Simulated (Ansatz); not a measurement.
The same path of CH₄BFTe (8 atoms, charge 0, multiplicity 1) was run twice with different band settings. The coordinate that changes most is the dihedral H5–C1–Te2–B3.

The calculation used RKS PBE/def2-SVP (Ansatz 0.2.0).

Relaxed end points:

```xyz
8
Properties=species:S:1:pos:R:3
C -0.729 1.072 -0.555
Te 0.351 0.639 1.294
B 0.934 -1.342 0.676
F 1.671 -2.106 1.483
H -1.432 0.247 -0.765
H -1.286 2.013 -0.394
H -0.008 1.194 -1.382
H 0.592 -1.775 -0.412
```

```xyz
8
Properties=species:S:1:pos:R:3
C -0.129 1.038 -0.967
Te 1.137 0.601 0.756
B 0.197 -1.289 1.184
F 0.617 -2.031 2.209
H 0.507 1.112 -1.867
H -0.855 0.211 -1.076
H -0.657 1.991 -0.786
H -0.724 -1.689 0.490
```

Common settings: movable images 7; climbing image yes; spring 5.0 eV/Å²; start path IDPP; force threshold 0.03 eV/Å; iteration limit 60; end points relaxed.

| run | optimiser |
| --- | --- |
| 1 | quadratic models (default) |
| 2 | lbfgs |

What does each run give, and how far can it be trusted?

Run 1: converged after 13 iterations, highest image 0.001 eV above the first end. A structure lower than the first end lies on the path between it and the top, so the climb from that side starts below the end, which may itself be a saddle point or a shallow side well. The top lies less than 8 meV above the higher end, about what the thresholds resolve: that end is a shoulder or a very shallow well. A vibrational analysis at the climbing image gives one clearly imaginary mode, 63i cm⁻¹: a first-order saddle point.
Run 2: converged after 35 iterations, highest image 0.000 eV above the first end. A structure lower than the first end lies on the path between it and the top, so the climb from that side starts below the end, which may itself be a saddle point or a shallow side well. The top lies less than 8 meV above the higher end, about what the thresholds resolve: that end is a shoulder or a very shallow well. Another band between the same ends (7 images) ends at a top of the same energy, where a vibrational analysis finds 1 clearly imaginary mode.
